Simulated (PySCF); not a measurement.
In(F)2(GeH3) (F₂GeH₃In), SMILES [GeH3][In]([F])[F].

Geometry optimised at PBE0-D3(BJ)/def2-SVP. The structure was generated by enumeration; whether it is a known compound was not checked. The def2 effective core potentials stand for the cores of In; spin–orbit coupling is left out.

Computed with B3LYP/def2-TZVP in PySCF.

Isolated molecule, no solvent.

Computed frontier levels, gap, dipole moment and polarisability:
```yaml
highest_occupied_level: -8.63 eV
lowest_empty_level: -2.32 eV
orbital_gap: 6.31 eV
dipole_moment: 4.92 D
quadrupole, principal values (traceless, Buckingham form, about the centre of nuclear charge): -6.78, -5.58, 12.36 D·Å
mean_static_polarisability: 66.9 bohr³ (9.91 Å³)
polarisability_principal_values: 52.3, 60.4, 88.0 bohr³
```
